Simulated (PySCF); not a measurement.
## Sc⁺: ionisation energy

Sc⁺ [Ar] 3d1 4s1 (3D) → Sc²⁺ [Ar] 3d1 (2D), as a difference of total energies. Calculation: PySCF 2.14, in aug-cc-pVTZ (8s7p5d3f2g, 93 functions); no relativity, point nucleus. Correlated levels: valence: [Ar] frozen. The calculations carry no spin-orbit coupling.

```csv
method,ionisation energy (eV)
UHF,12.157
MP2 (valence),12.247
SCS-MP2 (valence),12.187
CCSD (valence),12.283
```

Q: How much does correlation contribute at MP2 (valence)?

A: 12.247 − (12.157) = 0.090 eV, measured against UHF.

These non-relativistic numbers lack the scalar-relativistic shift.

The reference lies between the lowest fine-structure levels, while these numbers refer to the centres of the terms.

Errors of the correlated levels include the incompleteness of this basis and the frozen core.

With two correlated electrons CCSD is exact in that space.

For comparison: 12.800 eV (measured; NIST Atomic Spectra Database, ionization energies).
